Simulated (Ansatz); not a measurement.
```yaml
crystal:
  periodic: [false, false, false]
  atoms:
    - {symbol: Ge, position_ang: [-0.106000, 0.116532, -0.227707]}
    - {symbol: F, position_ang: [-0.032744, 0.117115, 1.625882]}
    - {symbol: H, position_ang: [1.422186, -0.187857, -0.424651]}
    - {symbol: H, position_ang: [-0.827719, 1.322416, -0.543583]}
    - {symbol: H, position_ang: [-0.830797, -1.300230, -0.421812]}
basis:
  gaussian: {orbitals: 6-31G}
hamiltonian: {xc: {name: RPBE}}
scf: {omitted_lower_state_checks: [starts]}
```

```sh
$ ansatz run in.yaml --threads 4 --pin off --events-out ev --progress --plain --max-ram 3916MiB
```

Output, abridged:

```
Functional definition: RPBE
427 factors; integrals over basis functions are off by at most 5.3e-4 eV
mean field evaluation 1: about -59268.1663 eV, gradient 3.8e1 eV
mean field evaluation 2: about -59242.5048 eV, gradient 1.3e2 eV
mean field evaluation 4: about -59270.4719 eV, gradient 5.7e0 eV
mean field evaluation 8: about -59270.5029 eV, gradient 3.1e-2 eV
mean field -59270.50294501 eV, -2178.1508082392 hartree, gradient 3.3e-5 eV, S^2 0.000000; 0 other end points of the search recorded, 0 dependent functions left out
reference -59270.50298452 eV, -2178.1508096914 hartree; 22, 22 occupied and 22, 22 virtual orbitals, 427 factors
Total energy: -59270.50298452 eV, -2178.1508096914 hartree
Checks for a lower state left out: starts
```

It took 0.86 s on 4 threads of Intel Xeon on a shared host.

The 6-31G sets use Cartesian d functions.
